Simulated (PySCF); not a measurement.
Static response to an electric field

Compound: 4-methylpyridine, C6H7N.
Numbering: `[CH3:1][c:2]1[cH:3][cH:4][n:5][cH:6][cH:7]1` (hydrogens: H8, H9, H10 on C1; H11 on C3; H12 on C4; H13 on C6; H14 on C7)

Geometry (GFN2-xTB, Å), atoms numbered from 1 in this order:
```xyz
14
C6H7N angstrom
C      2.000   -0.129    0.105
C      0.509   -0.031    0.035
C     -0.130    1.194   -0.124
C     -1.513    1.226   -0.195
N     -2.273    0.147   -0.120
C     -1.669   -1.020    0.027
C     -0.294   -1.165    0.108
H      2.409   -0.255   -0.899
H      2.428    0.775    0.531
H      2.305   -0.986    0.701
H      0.443    2.107   -0.188
H     -2.043    2.161   -0.317
H     -2.324   -1.880    0.085
H      0.148   -2.143    0.228
```

Level: CAM-B3LYP/def2-SVPD (PySCF), static field, nuclei fixed, core orbitals frozen in the response. The polarisability tensor in these axes (au):

```
x   89.98 -0.35  1.67
y   -0.35 82.39 -3.56
z    1.67 -3.56 47.84
```

Problem. What are the eigenvalues, a third of the trace, and Δα (Δα² = ½Σ(αi − αj)² over the three pairs)?

Solution. Principal values 47.41, 82.72 and 90.08 au; mean 73.41 au = 10.88 Å³ = 12.10 × 10⁻⁴⁰ C²·m²/J; Δα = 39.50 au (54 % of the mean).

Problem. What is the dipole moment, and where does it point?

Solution. (2.76, -0.18, 0.10) D, 2.77 D in size, pointing from the negative to the positive side. Measured along this direction, the outermost atoms are N5, H12 and H13 at the negative end and H9, H10 and H8 at the positive end.

Problem. Form Σ f/ω² (atomic units) for the 8 lowest TDDFT singlets, given as eV and f, and set it beside the mean polarisability, which is this sum over all singlets: 5.17, 0.0046; 5.36, 0.0000; 5.67, 0.0226; 6.38, 0.0003; 7.21, 0.3993; 7.29, 0.5831; 7.40, 0.0000; 7.46, 0.1241.

Solution. They add up to 16.11 au, 21.9 % of the 73.41 au; the largest single term is 8.12 au, from the state at 7.29 eV. Terms in order: 0.13, 0.00, 0.52, 0.01, 5.68, 8.12, 0.00, 1.65 au. Higher excitations give the rest. The strengths listed sum to 1.134.

Problem. What molar refraction does this α imply?

Solution. Lorentz–Lorenz: R = (4π/3)N_A α = 2.5225 cm³/(mol·Å³) × 10.88 Å³ = 27.4 cm³/mol, in the limit of long wavelengths.

Problem. Orientational against electronic polarisability at 350 K (dilute gas, rigid molecules)?

Solution. In Gaussian units μ²/3kT = 52.92 Å³ against 10.88 Å³, a ratio of 4.86; the Debye molar polarisation (4π/3)N_A(α + μ²/3kT) is 160.9 cm³/mol, leaving out the vibrational part.

Problem. Rayleigh depolarisation ratio (linearly polarised light, static tensor)?

Solution. ρ = 3Δα²/(45ᾱ² + 4Δα²) = 4681.8/(242483 + 6242.5) = 0.0188.

Isolated species at its GFN2-xTB geometry, gas phase.

The run behind these numbers computed excited states as well. The run took 30 s on one thread, Arm Neoverse V2 (shared host).
